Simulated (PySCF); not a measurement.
**C₆ coefficients of unlike pairs at PBE**

Calculated with PySCF 2.14 from the dipole response of each species, C₆(A,B) = (3/π) ∫ α_A(iu) α_B(iu) du, in atomic units, from isotropic polarisabilities. For ions this is the dispersion term alone; charge-induced terms of lower order in 1/R come first.

```csv
species,configuration,basis,relativity,α (bohr³),C₆ (like pair)
Cu⁺,[Ar] 3d10 (1S),def2-TZVPPD (6s6p4d2f1g),none,6.082,12.75
C³⁺,[He] 2s1 (2S),def2-QZVPPD (8s4p4d2f1g),none,3.087,2.432
Cl³⁺,[Ne] 3s2 3p2 (3P),def2-TZVPPD (6s6p4d1f),none,4.353,11.80
Sb,[Kr] 4d10 5s2 5p3 (4S),def2-TZVPPD with the def2 core potential (28 electrons) (7s5p4d2f),core potential,47.23,519.8
```

Task: Estimate C₆ for Sb with Cl³⁺.

Result: The integral gives 71.93. The combination rule 2 C_A C_B / (C_A α_B/α_A + C_B α_A/α_B) gives 69.73 and the geometric mean 78.33.

No spin-orbit coupling is included.

The other pairs:

```json
{"pair": "Cl³⁺, C³⁺", "C₆": "4.944"}
{"pair": "Sb, C³⁺", "C₆": "35.54"}
{"pair": "Cl³⁺, Cu⁺", "C₆": "11.82"}
{"pair": "C³⁺, Cu⁺", "C₆": "5.312"}
{"pair": "Sb, Cu⁺", "C₆": "77.66"}
```
